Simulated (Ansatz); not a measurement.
`C=NBC[SiH3]` + HI → `C=NBI` + `C[SiH3]` at 400 K and 1 bar (ligand exchange at a B–C bond).

Computed with Ansatz on PBE0-D4/def2-TZVP structures; ΔE is electronic, products minus reactants. CCSD(T)/CBS adds triple-zeta CCSD(T) − MP2 to the extrapolated MP2 energy (def2 sets, frozen cores). This one scheme is used for every species. Elements past krypton have def2 core potentials. For I outer-core shells are correlated without core-valence functions, which leaves a few kJ/mol of doubt a bond. Each species was taken in one conformer, which may not be the lowest.

```json
{"species": "`C=NBC[SiH3]`", "CCSD(T)/CBS energy (Eh)": "-449.49862", "H − E (kJ/mol)": "287.4", "S (J/(mol·K))": "395.5"}
{"species": "HI", "CCSD(T)/CBS energy (Eh)": "-298.03592", "H − E (kJ/mol)": "25.7", "S (J/(mol·K))": "215.0"}
{"species": "`C=NBI`", "CCSD(T)/CBS energy (Eh)": "-416.81780", "H − E (kJ/mol)": "139.3", "S (J/(mol·K))": "339.0"}
{"species": "`C[SiH3]`", "CCSD(T)/CBS energy (Eh)": "-330.73916", "H − E (kJ/mol)": "180.9", "S (J/(mol·K))": "277.1"}
```

H − E and S are ideal-gas, rigid-rotor, harmonic terms from PBE0-D4/def2-TZVP, for one conformer and one mirror image of each species. 1 Eh = 2625.50 kJ/mol, R = 8.31446 J/(mol·K).

Task: By hand: ΔE, ΔH, ΔS and ΔG.

Result: ΔE = (-416.81780) + (-330.73916) − (-449.49862) − (-298.03592) = -0.02242 Eh = -58.9 kJ/mol. Δ(H − E) = 139.3 + 180.9 − 287.4 − 25.7 = 7.1, so ΔH = -51.8 kJ/mol. ΔS = 339.0 + 277.1 − 395.5 − 215.0 = 5.6 J/(mol·K). ΔG = -51.8 − 400 × (5.6)/1000 = -54.0 kJ/mol.

Task: By hand: the equilibrium constant, and the temperature at which ΔG would vanish if ΔH and ΔS stayed fixed.

Result: log₁₀ K = −ΔG/(RT ln 10) = 7.1. ΔH and −TΔS have one sign here, so there is no such temperature.

The number of gas molecules stays the same, so ΔS is small and ΔH decides. A doubt of 5 kJ/mol in ΔE shifts log₁₀ K by 0.7 here. Other conformers and mirror images would add mixing entropy, several J/(mol·K) or more a flexible species. Modes under 60 cm⁻¹, often nearly free rotors, make the harmonic entropy too high. These are equilibria of isolated gas molecules and say nothing of rates. Largest T1 diagnostic: 0.014 (customary marks: 0.02 for closed shells, 0.045 for open ones).

ΔS is within the doubt of such terms, so its sign, and with it that verdict, could turn.
